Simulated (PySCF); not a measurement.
HSE06 single point of quartet TcH₅⁻ at its PBE0 minimum.

Input, equivalent to the run apart from its starting density:

```python
from pyscf import gto, scf, dft
mol = gto.M(atom='''
Tc    -0.004071     0.003436    -0.006103
H     -0.862865     0.803720     1.238987
H      1.507390    -0.024143    -0.807949
H      0.864202     1.412168     0.429567
H     -1.287062    -1.008632     0.501719
H      0.177836    -1.520280    -0.763357''',
    basis={'Tc': 'def2-TZVPD', 'H': 'def2-TZVPD'},
    ecp={'Tc': 'def2-TZVPD'},
    charge=-1, spin=3)
mf = dft.UKS(mol, xc='HSE06')
mf.grids.atom_grid = (75, 302)
aux = {'Tc': 'def2-universal-JKFIT', 'H': 'def2-universal-JKFIT'}
mf = mf.density_fit(auxbasis=aux)
mf.conv_tol = 1e-08
mf.diis_space = 10
mf.max_cycle = 60
mf.verbose = 4
mf.kernel()
```

SCF log (excerpt):

```
init E= -83.7365848545093
cycle= 1 E= -83.7366184318959  delta_E= -3.36e-05  |g|= 0.00295  |ddm|= 0.0474
cycle= 2 E= -83.7365964724771  delta_E= 2.2e-05  |g|= 0.00752  |ddm|= 0.00972
cycle= 3 E= -83.7366243032762  delta_E= -2.78e-05  |g|= 0.000591  |ddm|= 0.00639
cycle= 4 E= -83.7366245689077  delta_E= -2.66e-07  |g|= 6.31e-05  |ddm|= 0.00125
cycle= 5 E= -83.7366245770021  delta_E= -8.09e-09  |g|= 1.77e-05  |ddm|= 0.000241
Extra cycle  E= -83.7366245777653  delta_E= -7.63e-10  |g|= 9e-06  |ddm|= 4.86e-05
converged SCF energy = -83.7366245777653  <S^2> = 3.7811349  2S+1 = 4.0155373
```

Open d and f shells are described by one determinant, and the ground state may have another occupation or spin. The lowest empty level of this anion is unbound, so it and the gap depend on the basis.

This run, together with those of the ionised and electron-attached species (not shown), took 16 s on 2 threads of a shared Intel Xeon @ 2.50GHz (Skylake/Cascade Lake) host, with 85 basis functions; the process peaked at 1.2 GiB.
